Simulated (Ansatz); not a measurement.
Al₄, relaxed as a quintet with UKS r2SCAN-D4/def2-TZVP in Ansatz, starting from the r2SCAN-D4/def2-TZVP geometry of the neutral singlet. Force threshold 0.02 eV/Å.

The relaxation made no stability test and no search for a lower SCF solution. At r2SCAN-D4/def2-TZVP a triplet of charge 0 lies 0.25 eV below the quintet, each at its own geometry. The structure comes from a short search, and lower isomers may exist.

Start:

```xyz
4

Al   -1.208    0.466    0.356
Al   -0.920   -0.545   -1.878
Al    1.208   -0.468   -0.356
Al    0.920    0.546    1.878
```

Task: Estimate the energy that the relaxation releases and the steps that it takes.

Result: 10.7 kcal/mol, in 10 steps; 35 s on 4 threads of Arm Neoverse V2 on a shared host. No frequencies were taken in this run, so the end may be a saddle point.

Task: Does the start keep its bonding and symmetry?

Result: By distances, no bond broke or formed. The bond that changes most is Al1–Al2, from 2.47 to 2.61 Å (atoms count from 1). Point group C2h at the start, C2v at the end, both within 0.05 Å.

Task: Predict the relaxed structure.

Result: 
```xyz
4

Al   -1.340   -0.067    0.649
Al   -0.616    0.075   -1.856
Al    1.048   -1.044   -0.183
Al    0.908    1.036    1.390
```
Bond lengths (bridged metal pairs left out): 5 × Al–Al 2.61 to 2.71 Å.
